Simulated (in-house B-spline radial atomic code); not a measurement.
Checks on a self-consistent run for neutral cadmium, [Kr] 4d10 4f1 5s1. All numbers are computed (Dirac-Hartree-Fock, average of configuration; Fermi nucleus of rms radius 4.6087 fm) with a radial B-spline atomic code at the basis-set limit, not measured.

```json
{"orbital": "1s1/2", "q": "2", "ε (Eh)": "-987.60966", "<1/r>": "50.6424", "<r²>": "0.00124917", "small-component weight": "0.030979"}
{"orbital": "2s1/2", "q": "2", "ε (Eh)": "-150.05213", "<1/r>": "11.7164", "<r²>": "0.0203161", "small-component weight": "0.0065356"}
{"orbital": "2p1/2", "q": "2", "ε (Eh)": "-139.27151", "<1/r>": "11.6596", "<r²>": "0.0152301", "small-component weight": "0.0065152"}
{"orbital": "2p3/2", "q": "4", "ε (Eh)": "-132.16423", "<1/r>": "10.9299", "<r²>": "0.016538", "small-component weight": "0.0062448"}
{"orbital": "3s1/2", "q": "2", "ε (Eh)": "-29.57011", "<1/r>": "4.12665", "<r²>": "0.14511", "small-component weight": "0.0018687"}
{"orbital": "3p1/2", "q": "2", "ε (Eh)": "-25.20397", "<1/r>": "4.0237", "<r²>": "0.140842", "small-component weight": "0.0018046"}
{"orbital": "3p3/2", "q": "4", "ε (Eh)": "-23.89494", "<1/r>": "3.84928", "<r²>": "0.149344", "small-component weight": "0.0017346"}
{"orbital": "3d3/2", "q": "4", "ε (Eh)": "-16.25035", "<1/r>": "3.67586", "<r²>": "0.130632", "small-component weight": "0.0016066"}
{"orbital": "3d5/2", "q": "6", "ε (Eh)": "-15.98773", "<1/r>": "3.63019", "<r²>": "0.133216", "small-component weight": "0.0015853"}
{"orbital": "4s1/2", "q": "2", "ε (Eh)": "-4.99572", "<1/r>": "1.55194", "<r²>": "0.888669", "small-component weight": "0.0004533"}
{"orbital": "4p1/2", "q": "2", "ε (Eh)": "-3.52276", "<1/r>": "1.43193", "<r²>": "1.02752", "small-component weight": "0.00039747"}
{"orbital": "4p3/2", "q": "4", "ε (Eh)": "-3.29837", "<1/r>": "1.37987", "<r²>": "1.09061", "small-component weight": "0.00037864"}
{"orbital": "4d3/2", "q": "4", "ε (Eh)": "-0.98942", "<1/r>": "1.07163", "<r²>": "1.85311", "small-component weight": "0.00024277"}
{"orbital": "4d5/2", "q": "6", "ε (Eh)": "-0.96008", "<1/r>": "1.05471", "<r²>": "1.91119", "small-component weight": "0.0002363"}
{"orbital": "4f5/2", "q": "0.42857", "ε (Eh)": "-0.03127", "<1/r>": "0.0626301", "<r²>": "359.111", "small-component weight": "8.3562e-07"}
{"orbital": "4f7/2", "q": "0.57143", "ε (Eh)": "-0.03127", "<1/r>": "0.0626314", "<r²>": "359.102", "small-component weight": "8.3566e-07"}
{"orbital": "5s1/2", "q": "1", "ε (Eh)": "-0.51397", "<1/r>": "0.455252", "<r²>": "8.77328", "small-component weight": "4.6084e-05"}
```

Electron-electron repulsion V_ee = 2104.0072 hartree.

**Question.** What total energy follows from the eigenvalues?

**Answer.** The eigenvalues count the repulsion twice, so E = Σqε - V_ee = -3489.073 - 2104.007 = -5593.080 hartree; the run printed -5593.080.

**Question.** Does the Dirac virial theorem hold?

**Answer.** For a point nucleus E = -2c²Σq·w, with w the small-component weight. Here Σq·w = 0.14891 and c = 137.0360, so the ratio E/(-2c²Σq·w) is 1.000042; the finite nucleus accounts for the departure from 1.

**Question.** What diamagnetic shielding (Lamb formula) and susceptibility (Langevin formula) do the radii give?

**Answer.** σ = (α²/3)Σq<1/r> = 282.558/(3·137.036²) = 5015.5 ppm, and χ = -0.79199×10⁻⁶·Σq<r²> = -314.9×10⁻⁶ cm³/mol with Σq<r²> = 397.58 bohr². Both are non-relativistic formulas without the paramagnetism of open shells.
